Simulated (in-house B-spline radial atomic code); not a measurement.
Radial electron density of Eu31+, [Ar] 3d10 4s2 4p2. All numbers are computed (scalar-relativistic (X2C) r2SCAN0, spin-polarised, spherical fractional occupations, exact exchange averaged over the configuration; Fermi nucleus of rms radius 5.1115 fm) with a radial B-spline atomic code at the basis-set limit, not measured.

One-electron X2C: radii and densities carry no picture-change correction, so inner-shell <1/r> comes out high (for 1s by about 2 % at Z = 33, 5 % at 54, 10 % at 75, 30 % at 118) and <r> low.

Columns: r (bohr), 4πr²n(r) (electrons per bohr), bar.

```
0.000551     2.47 #
0.000663    3.261 #
0.000796     4.28 ##
0.000957    5.612 ##
 0.00115    7.326 ###
 0.00138    9.504 ####
 0.00166    12.31 #####
   0.002    15.87 ######
  0.0024    20.19 ########
 0.00289    25.56 ##########
 0.00347    31.88 #############
 0.00417    39.26 ################
 0.00501    47.55 ###################
 0.00603    56.54 #######################
 0.00724    65.51 ##########################
  0.0087    73.84 ##############################
  0.0105    80.67 ################################
  0.0126    84.64 ##################################
  0.0151    85.33 ##################################
  0.0182    82.68 #################################
  0.0218    78.07 ###############################
  0.0262    73.76 ##############################
  0.0316    73.09 #############################
  0.0379    78.49 ###############################
  0.0456     89.8 ####################################
  0.0548    102.5 #########################################
  0.0659    109.7 ############################################
  0.0792    105.9 ##########################################
  0.0951    92.96 #####################################
   0.114    80.46 ################################
   0.137    78.36 ###############################
   0.165    86.99 ###################################
   0.199    92.57 #####################################
   0.239    81.43 #################################
   0.287    56.23 #######################
   0.345    32.08 #############
   0.414    19.46 ########
   0.498     14.2 ######
   0.599    9.188 ####
    0.72    3.991 ##
   0.865    1.028 
    1.04   0.1424 
    1.25 0.009675 
     1.5 0.0002981 
    1.81 2.897e-06
```

On this grid the curve has 3 maxima, near 0.0151, 0.0659, 0.199 bohr.

The 4s up radial function P(r) = rR(r), positive near the nucleus:

```csv
r (bohr),P
0.000317,0.06341
0.000459,0.08413
0.000663,0.1109
0.000957,0.1453
0.00138,0.1886
0.002,0.2428
0.00289,0.3061
0.00417,0.3748
0.00603,0.439
0.0087,0.4769
0.0126,0.4528
0.0182,0.3186
0.0262,0.04014
0.0379,-0.3582
0.0548,-0.6832
0.0792,-0.5841
0.114,0.1324
0.165,0.9601
0.239,0.6859
0.414,-1.478
0.599,-1.468
0.865,-0.4723
1.25,-0.04111
```
